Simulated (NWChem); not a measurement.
System: MgH5SO2Cl; SMILES [OH2]->[Mg]([Cl])([SH])<-[OH2]

Input file for NWChem:

```
start job
memory heap 200 mb stack 900 mb global 1100 mb
geometry units angstroms noautoz
  Mg    -0.010354     0.019048    -0.000497
  Cl     0.116733     2.057875     1.007896
  S      1.105542    -2.066524    -0.352706
  H      0.667077    -2.190546    -1.625971
  O     -1.567919    -1.113668     0.829985
  H     -1.888917    -1.053121     1.738183
  H     -1.064450    -1.954214     0.733934
  O     -0.951879     0.972465    -1.593849
  H     -1.799677     0.783461    -2.011462
  H     -1.002808     1.861512    -1.195123
end
basis spherical
  * library 6-31g*
end
dft
  xc b3lyp
  iterations 150
end
tddft
  cis
  nroots 8
  notriplet
end
task tddft energy
```

Structure relaxed at the PBE0/def2-SVP level.

Vertical excitations in the gas phase.

Problem. Give the results of this calculation. (B3LYP/6-31G* (spherical d), TDA.) Quantities: lowest excitation, singlet (eV); oscillator strength of that lowest state; lowest state with f > 0.02, singlet (eV); oscillator strength of that bright state; orbital gap (eV).

Solution. 
```json
{
 "lowest excitation, singlet (eV)": "4.78",
 "oscillator_strength_of_that_lowest_state": "0.048",
 "lowest state with f > 0.02, singlet (eV)": "4.78",
 "oscillator_strength_of_that_bright_state": "0.048",
 "orbital gap (eV)": "5.58"
}
```
